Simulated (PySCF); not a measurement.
Numbering as in the mapped SMILES `[F:1][c:2]1[cH:3][cH:4][c:5]([F:6])[n:7][cH:8]1`. Each H is labelled by its parent atom.

- coordinates at the PBE0-D3(BJ)/def2-TZVP level
- B97-2/pcSseg-2 with gauge-including orbitals
- run in PySCF 2.14
- no relativistic terms, a single conformation, gas phase

Problem. Predict the 2D correlation tables (HSQC, COSY, HMBC).

Solution. 

HSQC (one-bond C–H):
```tsv
δH	δC
8.31 (H(C8))	143.0 (C8)
7.57 (H(C3))	133.5 (C3)
6.95 (H(C4))	115.2 (C4)
```

COSY cross peaks (H two or three bonds apart, from the bond graph; peaks can be absent where the dihedral angle is near 90°):
```tsv
δH	δH
7.57 (H(C3))	6.95 (H(C4))
```

HMBC (two and three bonds, from the bond graph):
```tsv
δH	δC
8.31 (H(C8))	168.9 (C5), 166.5 (C2), 133.5 (C3)
7.57 (H(C3))	168.9 (C5), 166.5 (C2), 143.0 (C8), 115.2 (C4)
6.95 (H(C4))	168.9 (C5), 166.5 (C2), 133.5 (C3)
```

References, each an isolated molecule treated in the same way: $^{1}$H, $^{13}$C against TMS.

Shifts are as computed. Against solution values, carbons near 30 ppm lie about +3 ppm off and those near 130 ppm about +7 ppm. Of 1211 compounds with measured shifts, 218 miss one by over three times the rms of a fit or turn the order of signals round; such compounds aren't used in these exercises.
